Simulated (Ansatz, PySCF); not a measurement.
InF₂, SMILES [In]([F])[F], multiplicity 2. Atoms are numbered in the order given.

```xyz
3

In     0.0000     0.0000     0.3256
F      0.0000    -1.6669    -0.6992
F      0.0000     1.6669    -0.6992
```
Charge 0, spin multiplicity 2.

Coordinates come from a PBE0-D3(BJ)/def2-TZVP optimisation. The multiplicity is an assumed one; other spin states were not compared. The isomer is the one that the SMILES or the coordinates give; other isomers of the formula were not compared. The def2 effective core potentials stand for the cores of In; spin–orbit coupling is left out.

Two levels are set side by side: PBE-D3(BJ)/def2-TZVP (Ansatz, a quantum-chemistry and plane-wave program) and PBE0-D3(BJ)/def2-TZVP (Ansatz). Each level has its own optimised geometry; the coordinates shown are those of the second. Frequencies come from the Hessian of PySCF at each geometry. Differences are taken from unrounded values.

```json
[
 {"quantity": "mean bond length (Å)", "PBE0-D3(BJ)": "1.957", "PBE-D3(BJ)": "1.990", "PBE-D3(BJ) minus PBE0-D3(BJ)": "0.033"},
 {"quantity": "bond In1–F2 (Å)", "PBE0-D3(BJ)": "1.957", "PBE-D3(BJ)": "1.990", "PBE-D3(BJ) minus PBE0-D3(BJ)": "0.033"},
 {"quantity": "bond In1–F3 (Å)", "PBE0-D3(BJ)": "1.957", "PBE-D3(BJ)": "1.990", "PBE-D3(BJ) minus PBE0-D3(BJ)": "0.033"},
 {"quantity": "highest harmonic wavenumber (cm⁻¹)", "PBE0-D3(BJ)": "572", "PBE-D3(BJ)": "528", "PBE-D3(BJ) minus PBE0-D3(BJ)": "-44"},
 {"quantity": "mean harmonic wavenumber (cm⁻¹)", "PBE0-D3(BJ)": "417", "PBE-D3(BJ)": "381", "PBE-D3(BJ) minus PBE0-D3(BJ)": "-36"},
 {"quantity": "zero-point energy (kcal/mol)", "PBE0-D3(BJ)": "1.79", "PBE-D3(BJ)": "1.63", "PBE-D3(BJ) minus PBE0-D3(BJ)": "-0.16"}
]
```

Exact exchange shortens and stiffens bonds; PBE has none. Differences between two approximate levels are no errors against the true value.
